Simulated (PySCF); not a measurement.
**Radial density of N (nitrogen, neutral)**

LC-wPBE, [He] 2s2 2p3, high-spin 4S determinant. Calculation: PySCF 2.14, in aug-cc-pwCVQZ; no relativity, point nucleus.

| r (bohr) | 4πr²ρ (e/bohr) | 4πr²(ρα − ρβ) |
| --- | --- | --- |
| 0.00356 | 0.03139 | 0.0000 |
| 0.00599 | 0.08568 | 0.0000 |
| 0.0101 | 0.2291 | -0.0001 |
| 0.0169 | 0.5882 | -0.0003 |
| 0.0285 | 1.416 | -0.0006 |
| 0.0479 | 3.053 | -0.0004 |
| 0.0806 | 5.489 | 0.0053 |
| 0.136 | 7.319 | 0.0425 |
| 0.228 | 6.059 | 0.2033 |
| 0.383 | 2.906 | 0.7022 |
| 0.645 | 2.679 | 1.5750 |
| 1.08 | 3.437 | 1.9059 |
| 1.82 | 1.678 | 0.9798 |
| 3.07 | 0.2452 | 0.1701 |
| 5.16 | 0.007630 | 0.0066 |
| 8.68 | 3.310e-05 | 0.0000 |
